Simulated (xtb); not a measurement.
C3H4F2Si, SMILES C#CC(F)(F)[SiH3]. All values are semi-empirical tight-binding results from xtb (GFN2-xTB unless named), good for trends rather than for accurate numbers. Coordinates come from a GFN2-xTB optimisation. This is a generated structure with no PubChem entry under its InChIKey; it may be hypothetical.

Optimised geometry:

```xyz
10

C      2.2360     1.1136     0.5441
C      1.2824     0.4835     0.1877
C      0.1172    -0.2641    -0.2297
F      0.0046    -0.2420    -1.6010
F      0.2684    -1.5950     0.0859
Si    -1.5503     0.3814     0.5473
H      3.0699     1.6678     0.8584
H     -1.6749     1.7648     0.0986
H     -2.5837    -0.4972     0.0119
H     -1.3769     0.2602     1.9917
```
Charge 0, spin multiplicity 1.

| Property | Result |
|---|---|
| point group as xtb finds it | Cs |
| orbital gap | 5.05 eV |
| dipole moment | 3.51 D |
| zero-point energy | 33.0 kcal/mol |
| G − E(el) at 298.15 K (modified RRHO) | 12.9 kcal/mol |
| static polarisability (D4 model) | 64.2 bohr³ |
| solvation energy, GFN2-xTB/ALPB(water) | -3.5 kcal/mol |
| solvation energy, GFN2-xTB/ALPB(ether) | -5.6 kcal/mol |

**Question.** Give the atomic charges and the Wiberg bond orders between heavy atoms. (The exact figures need the calculation; the answer reports its results.)

**Answer.** charges (e) C1 -0.08, C2 -0.04, C3 0.23, F4 -0.25, F5 -0.25, Si6 0.46, H7 0.10, H8 -0.06, H9 -0.05, H10 -0.06. Bond orders C1–C2 2.89, C2–C3 1.05, C3–F4 0.93, C3–F5 0.93, C3–Si6 0.76.
